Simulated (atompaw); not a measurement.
# Before and after: PAW (atompaw) potential for fluorine

atompaw 4.2.0.5 input, output lines left out:

```
F 9
GGA-PBE scalarrelativistic loggrid 1500 logderivrange -4 5 226
2 2 0 0 0 0
2 1 5
0 0 0
c
v
v
1
1.35 1.20 1.00 1.15
y
0.05
n
y
1.4
n
custom rrkj gramschmidtortho besselshape
2 0 vpsmatchnc
0.85
1.35
1.35
1.35
```

Change: all radii scaled by about 0.83 (s 0.70, p 1.12 bohr); local potential vpsmatchnc scheme with l = 2 at 0 Ry, radius 0.84 bohr; augmentation besselshape compensation charge, radius 1.00 bohr; PAW radius 1.12 bohr; waves and projectors: custom rrkj gramschmidtortho; core correction smooth core density matched at 0.96 bohr.

Cutoffs: the cutoffs (Ry, on a coarse ladder) from which the occupation-weighted sum of valence levels, in a spherical-Bessel basis at the reference potential, stays within 10 and 1 mRy of its value at 400 Ry; they do not see the model core or the augmentation charge, which bear on the density cutoff.

Q: What does the change do?

A: The potential gets harder (40 Ry and 80 Ry → 70 Ry and 120 Ry); neither file shows a bound ghost. A smaller radius makes the pseudo-wave follow the all-electron one further in, where it bends more sharply, so more plane waves are needed.

| quantity | base | changed |
| --- | --- | --- |
| cutoff, loose | 40 Ry | 70 Ry |
| cutoff, tight | 80 Ry | 120 Ry |
| loose cutoff by channel (10 mRy a level) | s 21 Ry, p 35 Ry | s 30 Ry, p 50 Ry |
| bound ghosts | none | none |
| lowest overlap eigenvalue by channel | s 0.38, p 0.95 | s 0.02, p 0.95 |

 The cutoffs see the waves, projectors and local potential, not the compensation charge or the core.
